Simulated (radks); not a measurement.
Coulomb parameter of the 4f shell of the promethium ion Pm+ in the model configuration [Xe] 4f3 5d2 6s1, as a second difference U = [E(n + 0.5) + E(n - 0.5) - 2 E(n)] / (0.5)^2 with all orbitals relaxed. "Bare": the charge of the atom changes with n. "Screened": the 5d shell takes up the change at fixed total charge, which measures U(4f,4f) + U(5d,5d) - 2 U(4f,5d). Method: scalar-relativistic Kohn-Sham, PBE, spin-unpolarised, spherical densities, finite nucleus; Fermi nuclear charge, rms radius 4.962 fm; computed with a radial shooting solver on a logarithmic mesh with Libxc functionals.

case,configuration,E - E(n) (eV)
start,[Xe] 4f3 5d2 6s1,0.000
bare +0.5,[Xe] 4f3.5 5d2 6s1,-8.110
bare -0.5,[Xe] 4f2.5 5d2 6s1,12.123
screened +0.5,[Xe] 4f3.5 5d1.5 6s1,-4.452
screened -0.5,[Xe] 4f2.5 5d2.5 6s1,5.838

U(bare) = 16.051 eV, U(screened by 5d) = 5.543 eV, against the Slater integral F0(4f,4f) = 28.271 eV with frozen orbitals.
